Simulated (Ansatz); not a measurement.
Geometry optimisation, RKS PBE/def2-SVP in Ansatz 0.2.0.

Input:

```yaml
crystal:
  periodic: [false, false, false]
  atoms:
    - { symbol: B, position_ang: [-0.110064, 0.457382, -0.33679] }
    - { symbol: H, position_ang: [0.054795, -0.054798, 1.997773] }
    - { symbol: F, position_ang: [0.952058, -0.311577, -0.612345] }
    - { symbol: O, position_ang: [-1.376302, 0.016034, -0.520552] }
    - { symbol: H, position_ang: [-1.403716, -0.922687, -0.77603] }
    - { symbol: F, position_ang: [0.09191, 1.713901, 0.044888] }
    - { symbol: H, position_ang: [0.09612, 0.657245, 1.891956] }
basis:
  gaussian: { orbitals: def2-SVP }
hamiltonian:
  xc: pbe
relax:
  f_tol: 0.03
  max_steps: 50
output:
  orbitals: {}
```

Command:

```bash
$ ansatz run input.yaml --threads 1 --pin off --max-ram 2048MiB --backend cpu --events-out ev --progress --plain --runs-dir out
```

Q: Where does it end, and by what steps?

A: The forces met the threshold. The force dipped under the threshold on the way, but the program's further checks kept it going. After 24 steps the energy has fallen by 0.137 eV; H2 moved furthest, 1.06 Å.

| step | energy less start (eV) | largest force component (eV/Å) | accepted |
| --- | --- | --- | --- |
| 0 | 0.0000 | 1.860 | yes |
| 1 | -0.1077 | 0.242 | yes |
| 2 | -0.1147 | 0.634 | yes |
| 3 | -0.1309 | 0.174 | yes |
| 4 | -0.1318 | 0.127 | yes |
| 5 | -0.1327 | 0.053 | yes |
| 6 | -0.1334 | 0.050 | yes |
| 7 | -0.1312 | 0.421 | no |
| 8 | -0.1339 | 0.060 | yes |
| 9 | -0.1339 | 0.061 | yes |
| 10 | -0.1349 | 0.010 | yes |
| 11 | -0.1078 | 0.896 | no |
| 12 | -0.1352 | 0.062 | yes |
| 13 | -0.1353 | 0.131 | yes |
| 14 | -0.1355 | 0.105 | yes |
| 15 | -0.1361 | 0.006 | yes |
| 16 | -0.1363 | 0.012 | yes |
| 17 | -0.1350 | 0.200 | no |
| 18 | -0.1366 | 0.049 | yes |
| 19 | -0.1367 | 0.043 | yes |
| 20 | -0.1369 | 0.043 | yes |
| 21 | -0.1371 | 0.040 | yes |
| 22 | -0.1371 | 0.059 | yes |
| 23 | -0.1372 | 0.048 | yes |
| 24 | -0.1373 | 0.006 | yes |

```xyz
7
Properties=species:S:1:pos:R:3
B -0.168 0.385 -0.612
H 0.240 0.194 3.013
F 0.889 -0.295 -1.073
O -1.442 -0.035 -0.802
H -1.481 -0.873 -1.296
F 0.052 1.518 0.053
H 0.215 0.662 2.405
```

Whether the end is a true minimum wasn't checked by a vibrational analysis.

Time of the run: 41 s on 1 thread of Arm Neoverse V1, with other jobs on the host, peak memory 0.13 GiB.
